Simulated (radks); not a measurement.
Species: Si. Configuration: [He] 2s2 2p5.75 3s2 3p2 4f0.25 (fractional occupations, a model configuration). Method: Dirac Kohn-Sham, LDA (Slater exchange, Perdew-Wang correlation), spin-unpolarised, spherical densities, finite nucleus; open shells are shared between the two j in proportion to 2j + 1; Fermi nuclear charge, rms radius 3.1224 fm; computed with a radial shooting solver on a logarithmic mesh with Libxc functionals. Some entries of the table are withheld. Estimate them.

orbital,occ.,eigenvalue (eV),<r^2> (bohr^2)
1s1/2,2,-1787.435,0.01678
2s1/2,2,-145.3054,(1)
2p1/2,1.91667,(2),0.3558
2p3/2,3.83333,(3),0.3586
3s1/2,2,(4),5.044
3p1/2,0.666667,-6.1701,7.985
3p3/2,1.33333,-6.1316,8.037
4f5/2,0.107143,-0.1829,1647
4f7/2,0.142857,-0.1829,1647

Answer. 
(1) 2s1/2 <r^2> (bohr^2): 0.3838
(2) 2p1/2 eigenvalue (eV): -102.8566
(3) 2p3/2 eigenvalue (eV): -102.1970
(4) 3s1/2 eigenvalue (eV): -13.2641
